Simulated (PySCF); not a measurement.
# Does the structure fit the spectrum?

A compound C$_{6}$H$_{7}$FO gives the data below (simulated from a calculation) and was assigned the structure `F[C@@H]1C=C[C@]12CCO2`.

13C{1H} NMR (computed): δ 175.2 (C), 89.8 (CH), 83.9 (C), 75.1 (C), 54.8 (CH3), 16.4 (CH3).

1H NMR (600 MHz, computed): δ 3.96 (s, 3H), 2.68 (s, 1H), 1.84 (s, 3H).

Level of theory: σ from GIAO-PBE0/pcSseg-1, geometry: GFN2-xTB, in PySCF (averaged over atoms made equivalent by symmetry, fast rotation or ring inversion, one conformer, non-relativistic Hamiltonian, isolated molecule).

References, each an isolated molecule treated in the same way: 1H and 13C vs TMS.

(1) Compare with the shifts computed for the proposed structure, pairing carbons in order of shift.

(2) Which isomer fits?

## Answers

(1) Atoms are numbered as in `[F:1][C@@H:2]1[CH:3]=[CH:4][C@:5]12[CH2:6][CH2:7][O:8]2`. Hydrogens are named by the atom that carries them.

```json
{"atom": "C4", "computed for proposal": "153.5", "given list": "175.2", "difference": "-21.7"}
{"atom": "C3", "computed for proposal": "146.7", "given list": "89.8", "difference": "+56.9"}
{"atom": "C2", "computed for proposal": "97.3", "given list": "83.9", "difference": "+13.4"}
{"atom": "C5", "computed for proposal": "92.9", "given list": "75.1", "difference": "+17.8"}
{"atom": "C7", "computed for proposal": "67.1", "given list": "54.8", "difference": "+12.3"}
{"atom": "C6", "computed for proposal": "28.7", "given list": "16.4", "difference": "+12.3"}
```

The rms difference is 27.4 ppm and the largest +56.9 ppm at C3 (alkene CH). The carbon types in order of shift don't match either: CH, CH, CH, C, CH2, CH2 for the proposal against C, CH, C, C, CH3, CH3 in the data. The proposal doesn't fit.

(2) `C#C/C(C)=C(/F)OC`.

1. Carbon types of the structure: 3 × C, 1 × CH, 2 × CH3, which accounts for all hydrogens.
2. δC 175.2: alkene carbon bearing oxygen; an sp2 carbon further deshielded by the attached heteroatom.
3. δC 89.8: terminal alkyne carbon; the triple bond shields along its axis, which puts it between sp3 and sp2 carbons.
4. δC 83.9: alkyne carbon; sp carbons lie upfield of alkene carbons because the cylindrical π system leaves one tensor component strongly shielded.
5. δC 75.1: β carbon of an enol-ether or enamine type C=C; the O or N lone pair pushes π density onto this β carbon and shields it.

The data come from this structure; uniqueness wasn't tested.

Splittings by 19F in the carbon and heteronuclear signals aren't shown, as no couplings were computed. Shifts are as computed. Against solution values, carbons near 30 ppm lie about +3 ppm off and those near 130 ppm about +5 ppm. Of 1211 compounds with measured shifts, 218 miss one by over three times the rms of a fit or turn the order of signals round; such compounds aren't used in these exercises. No couplings were computed; multiplicities are counted from neighbouring protons, with m where these are inequivalent, close in shift, in a saturated or five-membered ring or joined by F or P, and br s for small geminal =CH2 splittings.
